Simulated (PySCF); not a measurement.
Gas-phase reaction: InBr₃ + 2 InF ⇌ 2 F + 3 InBr

Energies from PySCF, thermal terms from the rigid-rotor harmonic-oscillator model, ideal gas at 1 bar. † marks an energy on the PBE0/def2-TZVP geometry and frequencies. CCSD(T) freezes the core. Open shells (unrestricted): F (multiplicity 2, electronic degeneracy 6); the rest are closed-shell singlets. Spin-orbit splitting is ignored; it lowers the true energy and changes the entropy of F. In: scalar-relativistic def2 core potential, no spin-orbit coupling. Br: all electrons, no relativistic terms. CCSD(T) isn't extrapolated to the basis-set limit; its ΔH°(298 K) is 668.7 kJ in def2-SVP and 712.6 kJ in def2-TZVPP. The harmonic model lacks anharmonicity and excited electronic states, which grow with temperature; levels with a mode under 35 cm⁻¹ are left out. Soft modes under 120 cm⁻¹ make the harmonic entropy rough for InBr₃.

ΔH° and ΔS° at 298 K: CCSD(T)/def2-SVP† 669 kJ, 253 J/K; HF/def2-TZVP† 450 kJ, 253 J/K; M06-2X/def2-TZVP† 737 kJ, 253 J/K.

**Question.** With the heat capacities included, give log10 K (1 bar) at 500, 800, 1200, 1600, 2000 K from CCSD(T)/def2-SVP†, HF/def2-TZVP†, M06-2X/def2-TZVP†.

**Answer.** 
```json
[
 {"T (K)": "500", "CCSD(T)/def2-SVP†": "-56.6", "HF/def2-TZVP†": "-33.8", "M06-2X/def2-TZVP†": "-63.8"},
 {"T (K)": "800", "CCSD(T)/def2-SVP†": "-30.4", "HF/def2-TZVP†": "-16.2", "M06-2X/def2-TZVP†": "-34.9"},
 {"T (K)": "1200", "CCSD(T)/def2-SVP†": "-15.9", "HF/def2-TZVP†": "-6.4", "M06-2X/def2-TZVP†": "-18.9"},
 {"T (K)": "1600", "CCSD(T)/def2-SVP†": "-8.7", "HF/def2-TZVP†": "-1.5", "M06-2X/def2-TZVP†": "-10.9"},
 {"T (K)": "2000", "CCSD(T)/def2-SVP†": "-4.3", "HF/def2-TZVP†": "1.4", "M06-2X/def2-TZVP†": "-6.1"}
]
```
